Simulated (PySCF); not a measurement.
Species: C7H13 (doublet state).
Z-matrix (Å and degrees, GFN2-xTB geometry), rows numbered from 1:
```
C 
C   1  1.4712
C   2  1.5319  1  112.88
C   3  1.5337  2  112.12  1  -177.24
C   4  1.5310  3  110.26  2   176.14
C   4  1.4991  3  110.53  2   -62.51
C   6  1.3194  4  124.79  3   122.36
H   1  1.0718  2  120.79  3  -152.74
H   1  1.0725  2  120.35  3    32.51
H   2  1.1040  1  110.04  3  -120.23
H   2  1.0943  1  110.30  3   123.34
H   3  1.0924  2  109.19  1    61.39
H   3  1.0922  2  109.13  1   -56.18
H   4  1.0957  3  108.71  2    57.10
H   5  1.0880  4  110.51  3    60.74
H   5  1.0878  4  110.37  3   -59.22
H   5  1.0877  4  110.36  3  -179.33
H   6  1.0829  4  114.96  3   -58.32
H   7  1.0783  6  121.68  4    -0.71
H   7  1.0772  6  122.16  4   179.39
```

The hyperfine couplings belong to this conformer and change with its torsions.

As a line formula: `[CH2]CC[C@@H](C)C=C` [radical].

Computed with UKS B3LYP, pcH-1 on C H, non-relativistic, mean-field spin-orbit, GIAO in PySCF 2.14.0. Geometry: GFN2-xTB, one conformer, isolated molecule. GFN2-xTB frequencies show an imaginary mode (32i cm⁻¹), so this geometry is no minimum at that level. Couplings are sensitive to structure, and on GFN2-xTB geometries they can be far from those on DFT ones. The SCF solution wasn't tested for stability.

The largest Mulliken spin populations are on C1 (+1.08), C2 (-0.09) and H10 (+0.06). No atom but C1 exceeds +0.15. The positive populations add up to 1.18 and the negative ones to -0.18, together 2S = 1. The angles at C1 add up to 359.8°, so it is planar; its axial dipolar tensor and the negative couplings of its protons fit spin in a p orbital normal to that plane.

**Question.** Find Q in a(H) = Q·ρ(C) for the protons on the planar carbons that carry spin.

**Answer.** 
```
 H   C    ρ(C)  a(H) (G)  a/ρ (G)
H8  C1  +1.084    -22.61    -20.9
H9  C1  +1.084    -22.42    -20.7
```

These protons share one ρ (within 0.01), so their mean ratio, Q = -20.8 G, is no test of linearity.

**Question.** How do the β-proton couplings of this frozen conformer go with θ, the angle between the C–H bond and the normal to the plane of the spin centre's three neighbours, both seen down the bond from centre to carbon?

**Answer.** 
| β H | on | centre | θ (°) | cos²θ | a (G) |
| --- | --- | --- | --- | --- | --- |
| H10 | C2 | C1 | 0 | 1.00 | +56.51 |
| H11 | C2 | C1 | 63 | 0.20 | +14.45 |

Couplings in gauss use g_iso = 2.0026.
